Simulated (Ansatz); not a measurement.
`C[SiH2][Ga]([F])[Cl]` + H₂O → `C[SiH2]O` + `[F][GaH][Cl]` at 298.15 K and 1 bar (formal hydrolysis of the Si–Ga bond).

Gas-phase electronic energies from Ansatz, PBE0-D4/def2-TZVP geometries. CBS: MP2 limit from def2 TZ/QZ plus the TZ coupled-cluster correction, frozen cores. This one scheme is used for every species. For Ga outer-core shells are correlated without core-valence functions, which leaves a few kJ/mol of doubt a bond. Scalar relativity is left out up to krypton. One conformer a species, not always the lowest.

```json
{"species": "`C[SiH2][Ga]([F])[Cl]`", "CCSD(T)/CBS energy (Eh)": "-2813.76964", "H − E (kJ/mol)": "176.1", "S (J/(mol·K))": "408.1"}
{"species": "H₂O", "CCSD(T)/CBS energy (Eh)": "-76.37941", "H − E (kJ/mol)": "66.4", "S (J/(mol·K))": "188.7"}
{"species": "`C[SiH2]O`", "CCSD(T)/CBS energy (Eh)": "-405.96945", "H − E (kJ/mol)": "193.7", "S (J/(mol·K))": "296.5"}
{"species": "`[F][GaH][Cl]`", "CCSD(T)/CBS energy (Eh)": "-2484.20089", "H − E (kJ/mol)": "40.1", "S (J/(mol·K))": "294.8"}
```

H − E and S are ideal-gas, rigid-rotor, harmonic terms from PBE0-D4/def2-TZVP, for one conformer and one mirror image of each species. 1 Eh = 2625.50 kJ/mol, R = 8.31446 J/(mol·K).

Task: By hand: ΔE, ΔH, ΔS and ΔG.

Result: ΔE = (-405.96945) + (-2484.20089) − (-2813.76964) − (-76.37941) = -0.02129 Eh = -55.9 kJ/mol. Δ(H − E) = 193.7 + 40.1 − 176.1 − 66.4 = -8.7, so ΔH = -64.6 kJ/mol. ΔS = 296.5 + 294.8 − 408.1 − 188.7 = -5.5 J/(mol·K). ΔG = -64.6 − 298.15 × (-5.5)/1000 = -63.0 kJ/mol.

Task: By hand: the equilibrium constant, and the temperature at which ΔG would vanish if ΔH and ΔS stayed fixed.

Result: log₁₀ K = −ΔG/(RT ln 10) = 11.0. ΔG = 0 at ΔH/ΔS = 11745 K, far beyond where these terms or the molecules hold.

The number of gas molecules stays the same, so ΔS is small and ΔH decides. A doubt of 5 kJ/mol in ΔE shifts log₁₀ K by 0.9 here. Other conformers and mirror images would add mixing entropy, several J/(mol·K) or more a flexible species. Modes under 60 cm⁻¹, often nearly free rotors, make the harmonic entropy too high. These are equilibria of isolated gas molecules and say nothing of rates. Largest T1 diagnostic: 0.013 (customary marks: 0.02 for closed shells, 0.045 for open ones).
